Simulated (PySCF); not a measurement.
B(H)(OH)(OMe) (CH₅BO₂), SMILES O(C)BO.

Geometry: PBE0-D3(BJ)/def2-SVP. The values are those of a single conformer.

All values below come from TDDFT-LC-ωPBE/def2-SVPD (PySCF).

Vertical excitations. 

```json
[
 {"state": "S1", "energy (eV)": "8.60", "λ (nm)": "144", "f": "0.033", "main pairs": "HOMO−1→LUMO+2 73 %"},
 {"state": "S2", "energy (eV)": "8.62", "λ (nm)": "144", "f": "0.010", "main pairs": "HOMO→LUMO 74 %"},
 {"state": "S3", "energy (eV)": "8.96", "λ (nm)": "138", "f": "0.015", "main pairs": "HOMO−1→LUMO 71 %, HOMO−2→LUMO 11 %"},
 {"state": "S4", "energy (eV)": "9.07", "λ (nm)": "137", "f": "0.160", "main pairs": "HOMO→LUMO+2 81 %"},
 {"state": "S5", "energy (eV)": "9.35", "λ (nm)": "133", "f": "0.001", "main pairs": "HOMO→LUMO+1 49 %, HOMO−3→LUMO 21 %, HOMO→LUMO+3 8 %"},
 {"state": "S6", "energy (eV)": "9.41", "λ (nm)": "132", "f": "0.006", "main pairs": "HOMO−2→LUMO+2 68 %"},
 {"state": "S7", "energy (eV)": "9.48", "λ (nm)": "131", "f": "0.012", "main pairs": "HOMO−2→LUMO 39 %, HOMO−1→LUMO+1 34 %, HOMO−1→LUMO 6 %"},
 {"state": "S8", "energy (eV)": "9.91", "λ (nm)": "125", "f": "0.044", "main pairs": "HOMO→LUMO+3 48 %, HOMO→LUMO+1 16 %, HOMO→LUMO+4 15 %, HOMO→LUMO+5 9 %"},
 {"state": "S9", "energy (eV)": "10.21", "λ (nm)": "121", "f": "0.007", "main pairs": "HOMO−1→LUMO+3 60 %"},
 {"state": "S10", "energy (eV)": "10.59", "λ (nm)": "117", "f": "0.018", "main pairs": "HOMO→LUMO+4 43 %, HOMO→LUMO+3 14 %, HOMO→LUMO 12 %, HOMO−3→LUMO 8 %"},
 {"state": "T1", "energy (eV)": "7.67", "λ (nm)": "162", "f": "0", "main pairs": "HOMO→LUMO+2 76 %"},
 {"state": "T2", "energy (eV)": "7.74", "λ (nm)": "160", "f": "0", "main pairs": "HOMO−1→LUMO+2 56 %, HOMO−2→LUMO+2 21 %, HOMO−1→LUMO+6 10 %"},
 {"state": "T3", "energy (eV)": "8.40", "λ (nm)": "148", "f": "0", "main pairs": "HOMO→LUMO 68 %"},
 {"state": "T4", "energy (eV)": "8.64", "λ (nm)": "144", "f": "0", "main pairs": "HOMO−1→LUMO 60 %, HOMO−2→LUMO 19 %"}
]
```
Triplets are in the Tamm–Dancoff approximation, which puts them higher than full response would, so one can lie above its singlet here.
